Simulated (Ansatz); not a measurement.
`C[SiH](N)Cl` + `C[O][GeH2][OH]` → `C[Si](N)(O)Cl` + `C[O][GeH3]`  (redistribution)

Program: Ansatz. Geometries: PBE0-D4/def2-TZVP. ΔE: electronic, gas phase. CCSD(T)/CBS adds triple-zeta CCSD(T) − MP2 to the extrapolated MP2 energy (def2 sets, frozen cores). For Ge outer-core shells are correlated without core-valence functions, which leaves a few kJ/mol of doubt a bond. Scalar relativity is left out up to krypton. One conformer a species, not always the lowest.

```
         species  CCSD(T)/CBS(def2) energy (Eh)
   `C[SiH](N)Cl`                     -845.32705
`C[O][GeH2][OH]`                    -2268.14728
 `C[Si](N)(O)Cl`                     -920.56583
    `C[O][GeH3]`                    -2192.93708
```

Question: Work out ΔE.

Answer: ΔE = (-920.56583) + (-2192.93708) − (-845.32705) − (-2268.14728) = -0.02858 Eh = -17.9 kcal/mol.

Largest T1 diagnostic among the species: 0.012.

Leaving LDA and LC-ωPBE aside and taking each functional with its dispersion term where it has one, the values, not all of them listed here, spread over 2.2 kcal/mol, from B97M-V to PBE-D4. LDA lies −2.5 kcal/mol from PBE without D4. From PBE to PBE0 (25 % exact exchange), in def2-TZVPP and without D4, ΔE moves by −0.9 kcal/mol.
